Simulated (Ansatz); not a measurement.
`C[C](=N)[InH][Cl]` + HI → `[Cl][InH][I]` + `CC=N` at 400 K and 1 bar (ligand exchange at the In–C bond).

Computed with Ansatz on PBE0-D4/def2-TZVP structures; ΔE is electronic, products minus reactants. CCSD(T)/CBS adds triple-zeta CCSD(T) − MP2 to the extrapolated MP2 energy (def2 sets, frozen cores). Elements past krypton have def2 core potentials. For I, In outer-core shells are correlated without core-valence functions, which leaves a few kJ/mol of doubt a bond. Each species was taken in one conformer, which may not be the lowest.

| species | CCSD(T)/CBS energy (Eh) | H − E (kJ/mol) | S (J/(mol·K)) |
| --- | --- | --- | --- |
| `C[C](=N)[InH][Cl]` | -783.42503 | 207.1 | 408.8 |
| HI | -298.03592 | 25.7 | 215.0 |
| `[Cl][InH][I]` | -947.72945 | 43.1 | 358.7 |
| `CC=N` | -133.79309 | 199.7 | 281.6 |

H − E and S are ideal-gas, rigid-rotor, harmonic terms from PBE0-D4/def2-TZVP, for one conformer and one mirror image of each species. 1 Eh = 2625.50 kJ/mol, R = 8.31446 J/(mol·K).

Question: By hand: ΔE, ΔH, ΔS and ΔG.

Answer: ΔE = (-947.72945) + (-133.79309) − (-783.42503) − (-298.03592) = -0.06159 Eh = -161.7 kJ/mol. Δ(H − E) = 43.1 + 199.7 − 207.1 − 25.7 = 10.0, so ΔH = -151.7 kJ/mol. ΔS = 358.7 + 281.6 − 408.8 − 215.0 = 16.5 J/(mol·K). ΔG = -151.7 − 400 × (16.5)/1000 = -158.3 kJ/mol.

Question: By hand: the equilibrium constant, and the temperature at which ΔG would vanish if ΔH and ΔS stayed fixed.

Answer: log₁₀ K = −ΔG/(RT ln 10) = 20.7. ΔH and −TΔS have one sign here, so there is no such temperature.

ΔH outweighs TΔS. A doubt of 5 kJ/mol in ΔE shifts log₁₀ K by 0.7 here. Other conformers and mirror images would add mixing entropy, several J/(mol·K) or more a flexible species. Modes under 60 cm⁻¹, often nearly free rotors, make the harmonic entropy too high. These are equilibria of isolated gas molecules and say nothing of rates. Largest T1 diagnostic: 0.014 (customary marks: 0.02 for closed shells, 0.045 for open ones).
